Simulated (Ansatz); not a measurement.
`OC1=CB1` → `BC=C=O`  (isomerisation)

Isolated molecules relaxed with PBE0-D4/def2-TZVP in Ansatz; ΔE leaves out vibrations. CCSD(T)/CBS is the MP2 limit (def2-TZVPP, def2-QZVPP) plus CCSD(T) − MP2 in def2-TZVPP, frozen cores. Functionals use def2-TZVPP. Each species was taken in one conformer, which may not be the lowest.

```csv
species,BLYP energy (Eh)
`OC1=CB1`,-178.04407
`BC=C=O`,-178.08437
```

**Question.** Work out ΔE.

**Answer.** ΔE = (-178.08437) − (-178.04407) = -0.04030 Eh = -105.8 kJ/mol. CCSD(T)/CBS gives -76.3 kJ/mol.

**Question.** What do rigid-rotor, harmonic-oscillator terms from PBE0-D4/def2-TZVP frequencies (298.15 K, 1 bar) make of the CCSD(T)/CBS value? (An estimate is asked.)

**Answer.** Computed: ΔZPE = -8.4 kJ/mol, ΔH = -83.4 kJ/mol, ΔS = 10 J/(mol·K), ΔG = -86.3 kJ/mol.

Largest T1 diagnostic among the species: 0.017.

From r2SCAN to r2SCAN0 (25 % exact exchange), in def2-TZVPP and without D4, ΔE moves by +13.2 kJ/mol. In def2-TZVPP, CCSD(T) changes the Hartree–Fock value by +8.4 kJ/mol (the triples alone add −3.7 kJ/mol) and MP2 by +9.1 kJ/mol. At CCSD(T), def2-SVP lies −10.0 kJ/mol from the extrapolated value and def2-TZVPP −7.4 kJ/mol.
